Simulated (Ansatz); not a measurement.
Reaction (formal loss of a carbene): `Cl[CH2][SnH3]` → `[CH2]` (triplet) + `[Cl][SnH3]`

Program: Ansatz. Geometries: PBE0-D4/def2-TZVP. ΔE: electronic, gas phase. CBS: MP2 limit from def2 TZ/QZ plus the TZ coupled-cluster correction, frozen cores. This one scheme is used for every species. Functionals use def2-TZVPP. B3LYP here is the variant with VWN-RPA as its local correlation; programs differ in this. HSE06 is defined as in plane-wave codes. Triplets are unrestricted, without spin–orbit coupling. def2 core potentials past Kr. For Sn outer-core shells are correlated without core-valence functions, which leaves a few kJ/mol of doubt a bond.

`Cl[CH2][SnH3]`:

```xyz
8

Cl   -2.271    0.593    0.084
C    -0.856   -0.169   -0.685
Sn    0.901    0.080    0.543
H    -0.719    0.297   -1.660
H    -1.086   -1.223   -0.828
H     1.190    1.747    0.736
H     2.228   -0.664   -0.238
H     0.613   -0.662    2.049
```

`[CH2]` (triplet):

Cartesian coordinates in Å:
```
C -0.127 0.232 0.078
H -0.335 -0.029 -0.948
H 0.462 -0.203 0.870
```

`[Cl][SnH3]`:

Z-matrix (Å, degrees):
```
Sn
Cl 1 2.334
H 1 1.700 2 106.1
H 1 1.700 2 106.1 3 -120.0
H 1 1.700 2 106.1 3 120.0
```

```csv
level,ΔE (kJ/mol),difference from CCSD(T)/CBS
LDA (SPW92),370.7,76.6
PBE-D4,303.7,9.6
BLYP-D4,288.8,-5.3
r2SCAN-D4,266.0,-28.1
B97M-V,281.6,-12.5
PBE0-D4,288.9,-5.2
B3LYP-D4,283.6,-10.5
r2SCANh-D4,263.1,-31.0
r2SCAN0-D4,259.2,-34.9
HSE06-D4,289.3,-4.8
BHLYP-D4,264.7,-29.4
CAM-B3LYP-D4,285.7,-8.4
ωB97X-V,300.9,6.8
ωB97M-V,293.6,-0.5
B2PLYP,281.4,-12.7
PBE,297.1,3.0
revPBE,272.4,-21.7
BLYP,274.5,-19.6
r2SCAN,264.3,-29.8
PBE0,283.3,-10.8
B3LYP,272.9,-21.2
r2SCANh,261.4,-32.7
r2SCAN0,257.3,-36.8
HSE06,284.0,-10.1
BHLYP,256.2,-37.9
CAM-B3LYP,279.9,-14.2
LC-ωPBE,278.3,-15.8
RPA@PBE/def2-TZVPP,285.4,-8.7
HF/def2-SVP,123.4,-170.7
MP2/def2-SVP,271.0,-23.1
CCSD/def2-SVP,254.6,-39.5
CCSD(T)/def2-SVP,265.0,-29.1
HF/def2-TZVPP,126.0,-168.1
SCS-MP2/def2-TZVPP,296.9,2.8
CCSD/def2-TZVPP,271.3,-22.8
HF/def2-QZVPP,125.1,-169.0
SCS-MP2/def2-QZVPP,302.6,8.5
HF/CBS(def2),125.0,-169.1
MP2/CBS(def2),305.7,11.6
CCSD/CBS(def2),279.8,-14.3
CCSD(T)/CBS,294.1,0
```

Largest T1 diagnostic among the species: 0.012.

From PBE to PBE0 (25 % exact exchange), in def2-TZVPP and without D4, ΔE moves by −13.8 kJ/mol. The D4 term adds +10.7 kJ/mol with B3LYP and +5.6 kJ/mol with PBE0; it sums over pairs of atoms, weighted by their polarisabilities, and B3LYP, whose exchange is more repulsive, gets the larger term.
